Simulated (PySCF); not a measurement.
NMR data sheet: C₅H₁₁FSi

```
Formula                               : C5H11FSi
SMILES                                : CC(C)[SiH2]/C=C\F
InChI                                 : InChI=1S/C5H11FSi/c1-5(2)7-4-3-6/h3-5H,7H2,1-2H3/b4-3-
Point group of the computed structure : C1
Degrees of unsaturation               : 1
Carbon signals                        : 4
Proton signals                        : 5
```

Molfile (atoms numbered from 1):
```
C5H11FSi
     RDKit          3D

 18 17  0  0  0  0  0  0  0  0999 V2000
   -2.0169   -0.9360   -0.5690 C   0  0  0  0  0  0  0  0  0  0  0  0
   -0.8120   -0.2953    0.1148 C   0  0  0  0  0  0  0  0  0  0  0  0
   -1.1658    1.1114    0.5957 C   0  0  0  0  0  0  0  0  0  0  0  0
    0.7139   -0.2849   -1.0363 Si  0  0  0  0  0  4  0  0  0  0  0  0
    2.1741    0.4918   -0.1213 C   0  0  0  0  0  0  0  0  0  0  0  0
    2.6417    0.0460    1.0281 C   0  0  0  0  0  0  0  0  0  0  0  0
    2.1027   -1.0228    1.6455 F   0  0  0  0  0  0  0  0  0  0  0  0
   -2.8727   -0.9614    0.1050 H   0  0  0  0  0  0  0  0  0  0  0  0
   -1.7941   -1.9558   -0.8743 H   0  0  0  0  0  0  0  0  0  0  0  0
   -2.2997   -0.3698   -1.4542 H   0  0  0  0  0  0  0  0  0  0  0  0
   -0.5729   -0.8972    0.9978 H   0  0  0  0  0  0  0  0  0  0  0  0
   -2.0180    1.0807    1.2743 H   0  0  0  0  0  0  0  0  0  0  0  0
   -0.3275    1.5628    1.1229 H   0  0  0  0  0  0  0  0  0  0  0  0
   -1.4265    1.7515   -0.2455 H   0  0  0  0  0  0  0  0  0  0  0  0
    1.0570   -1.6551   -1.4320 H   0  0  0  0  0  0  0  0  0  0  0  0
    0.4666    0.5449   -2.2231 H   0  0  0  0  0  0  0  0  0  0  0  0
    2.6728    1.3500   -0.5423 H   0  0  0  0  0  0  0  0  0  0  0  0
    3.4686    0.4455    1.6023 H   0  0  0  0  0  0  0  0  0  0  0  0
  1  2  1  0
  2  3  1  0
  2  4  1  0
  4  5  1  0
  5  6  2  0
  6  7  1  0
  1  8  1  0
  1  9  1  0
  1 10  1  0
  2 11  1  0
  3 12  1  0
  3 13  1  0
  3 14  1  0
  4 15  1  0
  4 16  1  0
  5 17  1  0
  6 18  1  0
M  END
```

Non-relativistic, gas phase, rapidly exchanging positions averaged, one conformer. GFN2-xTB geometry; PBE0/pcSseg-1 with gauge-including orbitals; PySCF 2.14.

Referencing at the same level of theory: ¹H (σ = 31.72 ppm), ¹³C (σ = 186.93 ppm), ²⁹Si (σ = 349.16 ppm) vs TMS; ¹⁹F (σ = 170.95 ppm) against CFCl3.

```tsv
carbon	δC, type	δH (multiplicity)	HMBC from (2–3 bonds)	span of the C tensor (ppm)
C1/C3	21.2, CH3	1.15 (d)	H15/H16, H11, H8/H9/H10/H12/H13/H14	34
C2	16.8, CH	1.50 (m)	H17, H15/H16, H8/H9/H10/H12/H13/H14	11
C5	105.7, CH	5.09 (m)	H18, H15/H16, H11	204
C6	170.2, CH	7.33 (m)	H17, H15/H16	175
```

Other nuclei:
```tsv
atoms	nucleus	environment	δ (ppm)	σ (ppm)
H15/H16	¹H	hydrogen on a silicon bonded to 2 C	4.21	27.51
F7	¹⁹F	vinylic fluorine	-87.0	258.0
Si4	²⁹Si	silicon bonded to 2 C, 2 H	-45.4	394.6
```

Carbon types of the structure: 3 × CH, 2 × CH3, leaving 2 H on heteroatoms. δC 170.2, 105.7: alkene CH. δC 21.2: methyl carbon; a saturated carbon with 1 carbon neighbour and no heteroatom attached. δH 7.33, 5.09: hydrogen on an alkene CH; attached to an sp2 carbon and in the plane of the double bond. δH 4.21: hydrogen on a silicon bonded to 2 C. δH 1.15: hydrogen on a methyl carbon.

Splittings by ¹⁹F in the carbon and heteronuclear signals aren't shown, as no couplings were computed. Shifts are as computed. Against solution values, carbons near 30 ppm lie about +3 ppm off and those near 130 ppm about +5 ppm. Of 1309 compounds with measured shifts, 239 miss one by over three times the rms of a fit or turn the order of signals round; such compounds aren't used in these exercises. Unscaled 19F shifts against computed CFCl3 carry errors that often reach 10 to 50 ppm. Multiplicities follow the n + 1 count of equivalent neighbours, as no J values were calculated; m marks all less simple cases, F and P coupling included.
